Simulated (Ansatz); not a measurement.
Ca₄O₆H₄, a hydroxylated oxide cluster, relaxed as a singlet with RKS B3LYP-D4/def2-SVP in Ansatz, starting from the GFN2-xTB geometry. Force threshold 0.02 eV/Å.

Start:

```xyz
14

Ca    0.309   -0.136    1.802
Ca   -0.116    2.689    0.488
Ca   -0.818    0.123   -1.130
Ca    2.185   -0.643   -0.758
O     0.635   -1.115   -2.080
O     2.025   -1.429    1.121
O    -1.174   -1.049    0.545
O     1.079    1.013   -0.095
O    -1.547    2.096   -0.994
O    -0.810    1.605    2.070
H     0.502   -1.919   -2.590
H     2.232   -2.318    1.423
H    -2.045   -1.183    0.936
H    -2.458    2.266   -0.737
```

(1) Estimate the energy that the relaxation releases and the steps that it takes.

(2) Does the start keep its bonding?

(3) Predict the relaxed structure.

## Answers

(1) 113.3 kJ/mol, in 14 steps; 1.9 min on 4 threads of Arm Neoverse V2 on a shared host. The force fell under the threshold at step 11, but the optimiser went on. No frequencies were taken in this run, so the end may be a saddle point.

(2) By distances, no bond broke or formed. The bond that changes most is Ca3–O5, from 2.13 to 2.32 Å (atoms count from 1).

(3) 
```xyz
14

Ca    0.252   -0.169    1.921
Ca   -0.140    2.672    0.634
Ca   -0.955    0.092   -1.244
Ca    2.135   -0.694   -0.736
O     0.663   -1.168   -2.319
O     2.156   -1.459    1.299
O    -1.394   -1.074    0.583
O     0.815    0.814   -0.152
O    -1.688    2.197   -1.005
O    -0.216    1.788    2.451
H     0.555   -1.871   -2.969
H     2.529   -2.190    1.803
H    -2.169   -1.555    0.891
H    -2.542    2.617   -1.156
```
Bond lengths (bridged metal pairs left out): 14 × Ca–O 2.02 to 2.38 Å; 4 × H–O 0.96 Å.
